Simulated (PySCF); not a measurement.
# 4-methoxythioanisole (SMILES COc1ccc(SC)cc1)

Geometry:
```csv
atom,x (Å),y (Å),z (Å)
C1,-3.886,-0.261,0.038
O2,-2.810,0.607,0.249
C3,-1.559,0.157,0.009
C4,-0.516,1.061,0.237
C5,0.805,0.694,0.019
C6,1.123,-0.594,-0.435
S7,2.759,-1.178,-0.750
C8,3.784,0.234,-0.321
C9,0.075,-1.494,-0.660
C10,-1.251,-1.131,-0.443
H11,-3.828,-1.156,0.683
H12,-4.797,0.297,0.290
H13,-3.951,-0.590,-1.015
H14,-0.768,2.063,0.590
H15,1.589,1.428,0.207
H16,4.820,-0.088,-0.493
H17,3.576,1.104,-0.962
H18,3.674,0.514,0.738
H19,0.299,-2.504,-1.012
H20,-2.036,-1.864,-0.632
```

The calculation used quadratic response CAM-B3LYP/aug-cc-pVDZ first hyperpolarisability, Taylor convention, gas phase in PySCF. Geometry: PBE0-D3(BJ)/def2-SVP.

Give the tensor of the second harmonic β(−2ω;ω,ω) at 1907 nm in the axes of these coordinates.

In au, Taylor convention; rows are the first index (the induced dipole):
```
      xx     yy     zz     xy     xz     yz
x  +66.9  -31.7  -26.0  +38.8   +5.8   -0.3
y  +37.8  +35.7  +46.9  -30.3   -0.2  -30.4
z   +5.6  -30.4  +66.2   -0.3  -24.5  +46.9
```
Norm of βᵢ = ⅓ Σⱼ (βᵢⱼⱼ + βⱼᵢⱼ + βⱼⱼᵢ): 128.5 au, hyper-Rayleigh value 63.2 au.
